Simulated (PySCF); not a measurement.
Relaxation of quintet TcH₃

Level of theory: UPBE0 in PySCF with Tc def2-TZVP with ECP28, H def2-TZVP; scalar-relativistic core potentials, no spin–orbit coupling; density-fitted integrals. A (50,194) grid was used.

A start at or just off a symmetric point, pushed along the force that breaks its symmetry, of C2v symmetry, free to break it:

Coordinates in bohr (charge 0 multiplicity 5):
```
Tc    0.0028    0.0000    0.0000
H     3.2323    0.0000    0.0000
H    -1.7512    2.6736    0.0000
H    -1.7511   -2.6737    0.0000
```

Task: What forces act on the atoms at the start (eV/Å)?

Result: 
```json
{"atom": "Tc1", "Fx": "0.18", "Fy": "0.00", "Fz": "0.00"}
{"atom": "H2", "Fx": "0.62", "Fy": "0.00", "Fz": "0.00"}
{"atom": "H3", "Fx": "-0.40", "Fy": "-0.84", "Fz": "0.00"}
{"atom": "H4", "Fx": "-0.40", "Fy": "0.84", "Fz": "0.00"}
```

Task: What does it relax to?

Result: It ends at C2v with H–H 0.902 Å, Tc–H 1.717 Å, Tc–H 1.801 Å (×2); H–H–Tc 75.5° (×2), H–Tc–H 29.0°, H–Tc–H 165.5° (×2) (after a last refinement on a finer grid). A frequency run shows a minimum. Other isomers or separated fragments may lie lower.

Task: How much energy is released, and in how many steps?

Result: 58.5 kJ/mol in 12 steps.

Other spin states or occupations of the open shell can lie lower.
